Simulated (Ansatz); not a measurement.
CuI, singlet, geometry from GFN2-xTB (such geometries of metal compounds can be far from the true shape) (core potentials on I), with bond 2-1 at 1.8 times its length; SC-NEVPT2/def2-SVP, CASSCF(4,6) (Ansatz, a quantum-chemistry and plane-wave program).

Input for Ansatz:
Ansatz 0.2 input:
```yaml
crystal:
  periodic: [false, false, false]
  atoms:
    - {symbol: Cu, position_ang: [-0.00000000, -0.00000000, -1.55408005]}
    - {symbol: I, position_ang: [0.00000000, 0.00000000, 2.77388628]}
basis:
  gaussian:
    orbitals: def2-SVP
magnetization: {spin_polarized: false}
correlation: {method: sc_nevpt2, electrons: all, active_space: {window: {electrons: 4, orbitals: 6}}}
```

What the program printed (banner, timings and long lists left out):

```
Functional definition: HF
683 factors; integrals over basis functions are off by at most 2.3e-4 eV
mean field evaluation 1: about -52659.8789 eV, gradient 4.4e1 eV
mean field evaluation 2: about -52659.8792 eV, gradient 4.4e1 eV
mean field evaluation 4: about -52662.8451 eV, gradient 1.9e0 eV
mean field evaluation 8: about -52662.8707 eV, gradient 1.3e-1 eV
mean field -52662.87091484 eV, -1935.3248099444 hartree, gradient 2.2e-6 eV, S^2 0.000000; 0 other end points of the search recorded, 0 dependent functions left out; unrestricted orbitals would lower it
reference -52662.87091484 eV, -1935.3248099444 hartree; 27, 27 occupied and 30, 30 virtual orbitals, 683 factors
state -52663.90397282 eV, -1935.3627741247 hartree
state -52663.90397282 eV, -1935.3627741247 hartree; corrected -52676.40413919 eV, -1935.8221467661 hartree
state -52663.70704837 eV, -1935.3555372850 hartree
state -52663.70704837 eV, -1935.3555372850 hartree; corrected -52676.45218071 eV, -1935.8239122593 hartree
state -52663.70704837 eV, -1935.3555372850 hartree; corrected -52676.45218071 eV, -1935.8239122593 hartree
WARN: the results are in doubt because another end's mean lies 0.197 eV lower, and its corrected mean 0.048 eV higher
Total energy: -52676.45218071 eV, -1935.8239122593 hartree
In doubt: another end's mean lies 0.197 eV lower, and its corrected mean 0.048 eV higher
```
